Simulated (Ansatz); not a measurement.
This geometry of Cl3FH2HfO (8 atoms, charge 0, multiplicity 1) is a first-order saddle point.

Level of theory: RKS B3LYP/def2-SVP in Ansatz.

```xyz
8
Properties=species:S:1:pos:R:3
Hf 0.191 -0.369 -0.121
Cl 0.976 0.245 2.514
Cl 2.105 0.643 -1.058
F -1.252 0.842 0.162
Cl -0.672 -1.653 -1.903
O 0.483 -1.977 1.111
H 0.373 -2.935 1.062
H 0.825 -1.139 2.177
```

(1) Which two structures does it join? (They come from a converged band through this point; their orientation in space is the band's.)

(2) How far does it lie above each of them?

## Answers

(1) Bonds broken: Hf1–Cl2, O6–H8. Bonds formed: Cl2–H8.

Initial state:

```xyz
8
Properties=species:S:1:pos:R:3
Hf 0.085 -0.047 0.098
Cl -0.057 0.472 2.431
Cl 2.164 0.416 -0.923
F -0.939 1.430 -0.525
Cl -1.209 -1.762 -0.955
O 1.037 -1.977 1.057
H 0.776 -2.857 0.744
H 1.172 -2.017 2.017
```

Final state:

```xyz
8
Properties=species:S:1:pos:R:3
Hf 0.120 -0.509 -0.263
Cl 1.067 0.390 2.652
Cl 2.100 0.569 -0.993
F -1.294 0.657 0.280
Cl -0.749 -1.541 -2.194
O 0.424 -2.022 0.940
H 0.377 -2.982 0.994
H 0.984 -0.905 2.529
```

(2) 22.1 kcal/mol above the first and 1.8 kcal/mol above the second. This is the barrier of this one path; another mechanism may lie lower. The orbitals stay closed-shell, which can raise the energy where a bond breaks towards radicals; this wasn't checked here.

The run took 5.6 min on 4 threads of Arm Neoverse V1, on a shared host, peak memory 0.38 GiB.
